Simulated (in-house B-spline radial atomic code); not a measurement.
Orbital energies and mean radii along the 51-electron series, configuration [Kr] 4d10 4f5. The effective charge is n√(-2ε), a non-relativistic measure. Computed with a B-spline radial code for spherical atoms: non-relativistic Hartree-Fock, average of the configuration, point nuclei.

This level leaves out relativity, spin-orbit splitting included, which matters for heavy ions.

```json
{"ion": "Gd13+", "Z": "64", "energy of 2p (Eh)": "-277.31", "mean radius of 2p (bohr)": "0.085633", "energy of 3p (Eh)": "-66.549", "mean radius of 3p (bohr)": "0.24953", "effective charge of 2p": "47.101"}
{"ion": "Tb14+", "Z": "65", "energy of 2p (Eh)": "-288.62", "mean radius of 2p (bohr)": "0.084207", "energy of 3p (Eh)": "-70.297", "mean radius of 3p (bohr)": "0.24479", "effective charge of 2p": "48.051"}
{"ion": "Dy15+", "Z": "66", "energy of 2p (Eh)": "?", "mean radius of 2p (bohr)": "?", "energy of 3p (Eh)": "?", "mean radius of 3p (bohr)": "?", "effective charge of 2p": "?"}
{"ion": "Ho16+", "Z": "67", "energy of 2p (Eh)": "-311.99", "mean radius of 2p (bohr)": "0.081492", "energy of 3p (Eh)": "-78.153", "mean radius of 3p (bohr)": "0.23581", "effective charge of 2p": "49.959"}
{"ion": "Er17+", "Z": "68", "energy of 2p (Eh)": "?", "mean radius of 2p (bohr)": "?", "energy of 3p (Eh)": "?", "mean radius of 3p (bohr)": "?", "effective charge of 2p": "?"}
{"ion": "Tm18+", "Z": "69", "energy of 2p (Eh)": "-336.39", "mean radius of 2p (bohr)": "0.078946", "energy of 3p (Eh)": "-86.482", "mean radius of 3p (bohr)": "0.22746", "effective charge of 2p": "51.876"}
{"ion": "Yb19+", "Z": "70", "energy of 2p (Eh)": "-348.96", "mean radius of 2p (bohr)": "0.077731", "energy of 3p (Eh)": "-90.823", "mean radius of 3p (bohr)": "0.2235", "effective charge of 2p": "52.837"}
{"ion": "Lu20+", "Z": "71", "energy of 2p (Eh)": "-361.8", "mean radius of 2p (bohr)": "0.076552", "energy of 3p (Eh)": "-95.279", "mean radius of 3p (bohr)": "0.21966", "effective charge of 2p": "53.8"}
{"ion": "Hf21+", "Z": "72", "energy of 2p (Eh)": "-374.89", "mean radius of 2p (bohr)": "0.075409", "energy of 3p (Eh)": "-99.851", "mean radius of 3p (bohr)": "0.21596", "effective charge of 2p": "54.764"}
```

Question: Fill in the row of Dy15+.

Answer: energy of 2p (Eh): -300.17; mean radius of 2p (bohr): 0.082828; energy of 3p (Eh): -74.166; mean radius of 3p (bohr): 0.24022; effective charge of 2p: 49.004.

Question: Fill in the row of Er17+.

Answer: energy of 2p (Eh): -324.06; mean radius of 2p (bohr): 0.080199; energy of 3p (Eh): -82.259; mean radius of 3p (bohr): 0.23156; effective charge of 2p: 50.916.

Question: How does the screening of 2p change?

Answer: Z less the effective charge goes from 16.90 at Z = 64 to 17.24 at Z = 72.
